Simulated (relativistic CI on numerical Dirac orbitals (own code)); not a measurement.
Energy levels of Eu⁵¹⁺

These numbers are calculated, not measured: Dirac-Coulomb-Breit CI, separate exchange-only KLI orbitals for each configuration, QED by a radiative potential, unscaled Slater integrals (own radial code, finite nucleus).

CI space (outside the closed core [Ne]): 3s2, 3s 3p, 3p2, 3s 3d, 3d2, 3p 3d, 3p 4s, 3d 4s, 3s 4s, 3s 4p, 3s 4d, 3s 4f, 3s 5s, 3s 5p, 3s 5d, 4s2. Levels of other configurations are missing.

```tsv
No.	Configuration	Term	J	E (10³ cm⁻¹)	%	Landé g	jj configuration (%)
1	3s2	1S	0	0.0	99		closed (99)
2	3s 3p	3P°	0	874.9	100		3s 3p1/2 (100)
3	3s 3p	3P°	1	972.3	76	1.369	3s 3p1/2 (99)
4	3p2	3P	0	2105.4	71		3p1/2^2 (99)
5	3s 3p	3P°	2	2270.7	100	1.490	3s 3p3/2 (100)
6	3s 3p	1P°	1	2524.8	76	1.110	3s 3p3/2 (98)
7	3p2	1D	2	3399.7	57	1.136	3p1/2 3p3/2 (86)
8	3p2	3P	1	3409.3	100	1.492	3p1/2 3p3/2 (100)
9	3s 3d	3D	1	3688.2	100	0.490	3s 3d3/2 (100)
10	3s 3d	3D	2	3753.3	80	1.143	3s 3d3/2 (84)
11	3s 3d	3D	3	4004.3	100	1.324	3s 3d5/2 (100)
12	3s 3d	1D	2	4122.4	72	1.066	3s 3d5/2 (86)
13	3p 3d	3F°	2	4634.3	76	0.750	3p1/2 3d3/2 (100)
14	3p 3d	3D°	1	4862.1	55	0.804	3p1/2 3d3/2 (99)
15	3p2	3P	2	4871.0	58	1.284	3p3/2^2 (96)
16	3p2	1S	0	4986.9	70		3p3/2^2 (99)
17	3p 3d	3P°	2	5072.6	46	1.268	3p1/2 3d5/2 (100)
18	3p 3d	3F°	3	5084.6	57	1.108	3p1/2 3d5/2 (98)
19	3p 3d	3D°	2	6112.5	49	1.021	3p3/2 3d3/2 (97)
20	3p 3d	3P°	0	6182.2	100		3p3/2 3d3/2 (100)
21	3p 3d	3F°	3	6184.2	43	1.118	3p3/2 3d3/2 (92)
22	3p 3d	3P°	1	6186.8	63	1.136	3p3/2 3d3/2 (99)
23	3p 3d	3F°	4	6350.4	100	1.241	3p3/2 3d5/2 (100)
24	3p 3d	3P°	2	6436.0	50	1.258	3p3/2 3d5/2 (97)
25	3p 3d	3D°	3	6573.0	52	1.163	3p3/2 3d5/2 (93)
26	3p 3d	1P°	1	6656.4	69	1.033	3p3/2 3d5/2 (98)
27	3d2	3F	2	7460.9	78	0.743	3d3/2^2 (98)
28	3d2	3P	0	7632.5	77		3d3/2^2 (96)
29	3d2	3F	3	7749.0	100	1.074	3d3/2 3d5/2 (100)
30	3d2	3P	2	7834.4	49	1.179	3d3/2 3d5/2 (98)
31	3d2	1G	4	7844.2	60	1.091	3d3/2 3d5/2 (95)
32	3d2	3P	1	7865.9	100	1.492	3d3/2 3d5/2 (100)
33	3d2	3F	4	8104.7	60	1.141	3d5/2^2 (95)
34	3d2	3P	2	8168.8	48	1.218	3d5/2^2 (99)
35	3d2	1S	0	8374.9	76		3d5/2^2 (96)
36	3s 4s	3S	1	17453.5	100	1.992	3s 4s (100)
37	3s 4s	1S	0	17553.2	100		3s 4s (100)
38	3s 4p	3P°	0	17913.6	99		3s 4p1/2 (99)
39	3s 4p	3P°	1	17922.9	68	1.331	3s 4p1/2 (100)
40	3s 4p	1P°	1	18414.0	35	1.232	3s 4p3/2 (53)
41	3s 4p	3P°	2	18480.1	100	1.494	3s 4p3/2 (100)
42	3p 4s	3P°	0	18503.3	99		3p1/2 4s (99)
43	3p 4s	3P°	1	18600.1	39	1.259	3p1/2 4s (53)
44	3s 4d	3D	1	18989.7	100	0.496	3s 4d3/2 (100)
45	3s 4d	3D	2	18996.9	67	1.105	3s 4d3/2 (99)
```

Energies count from the lowest computed level; ° marks odd parity. Filled j subshells are mostly left out of the jj labels.

The mean weight of the leading LS term, summed over parents, in these 45 levels is 75 %, and that of the leading jj configuration (from the same eigenvectors) 96 %, so jj coupling describes them better and the LS labels are nominal.

At this charge energies of transitions that change n are usually good to better than 1 %, and those within a shell (Δn = 0) to a few per cent.

LS names give the leading component of a level, which can be under half, so a name can repeat, a term be missing and a line seem to break the LS rules.
